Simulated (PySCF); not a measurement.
Two species compared at the same levels of theory.

First species: C₃H₂FN₃.
SMILES: `n1nnccc1F`

Second species: C4H7FO2Si.
Z-matrix (Å and degrees, GFN2-xTB geometry), rows numbered from 1:
```
O 
C   1  1.2046
O   2  1.3391  1  121.98
Si  2  1.9219  1  127.08  3   179.05
C   4  1.8793  2  105.66  1  -108.68
C   5  1.3269  4  125.18  2   119.86
C   6  1.4963  5  125.10  4  -179.52
F   7  1.3711  6  112.42  5     0.61
H   3  0.9736  2  111.33  1     0.44
H   4  1.4649  2  106.62  1   133.72
H   4  1.4620  2  108.30  1    11.60
H   5  1.0845  4  117.34  2   -59.63
H   6  1.0812  5  121.72  4     0.51
H   7  1.0977  6  110.83  5   120.09
H   7  1.0979  6  110.79  5  -118.76
```

Levels: CAM-B3LYP/def2-SVPD for dipole moment, HOMO energy, LUMO energy, HOMO–LUMO gap, static isotropic polarisability and electronic spatial extent ⟨r²⟩ about the centre of nuclear charge; TDDFT CAM-B3LYP/def2-SVPD for lowest singlet excitation; TDA CAM-B3LYP/def2-SVPD for lowest triplet excitation (Tamm–Dancoff); GFN2-xTB for rotational constant A and rotational constant C. Geometries: GFN2-xTB. All species are isolated and taken at one optimised geometry, non-relativistic unless stated. Electronic properties by PySCF.

Dipoles, sizes and rotational constants follow the conformer. The torsions of the flexible species, by atom-mapped SMILES:
- `[O:1]=[C:2]([OH:3])[SiH2:4]/[CH:5]=[CH:6]/[CH2:7][F:8]`: O1–C2–Si4–C5 -109°, C2–Si4–C5–C6 120°, C5–C6–C7–F8 1°, H–O3–C2–O1 0°

(1) Which has the higher rotational constant A?

(2) Which has the higher T1 energy?

(3) Which has the higher LUMO energy?

(4) Which has the higher static isotropic polarisability?

(5) Which has the higher dipole moment?

(6) Which has the higher S1 energy?

(7) Which of the two has the higher HOMO energy, and by how much?

(8) Which of the two has the higher rotational constant C, and by how much?

Results:

(1) The first: 6.403 GHz against 3.256 GHz, a difference of 3.147 GHz.

(2) The second: 4.25 eV against 2.61 eV, a difference of 1.64 eV.

(3) The second: 0.18 eV against -1.22 eV, a difference of 1.40 eV.

(4) The second: 84.8 au against 52.0 au, a difference of 32.8 au.

(5) The first: 4.66 D against 1.81 D, a difference of 2.85 D.

(6) The second: 5.03 eV against 3.57 eV, a difference of 1.46 eV.

(7) The first: -8.97 eV against -9.03 eV, a difference of 0.06 eV.

(8) The first: 1.942 GHz against 0.639 GHz, a difference of 1.303 GHz.

On the first: No computed singlet falls in the visible range (750 to 380 nm, 1.65 to 3.26 eV); S1 lies 0.31 eV above its blue end. A dipole of 4.66 D is allowed in Cs, and pure rotational transitions are dipole-allowed.

On the second: The polarisability is 12.56 Å³ as a volume (1 au = 0.148185 Å³), or 1.21 au for each of the 70 electrons. The 8 singlets span 5.03 to 7.88 eV, and their oscillator strengths add up to 0.78.
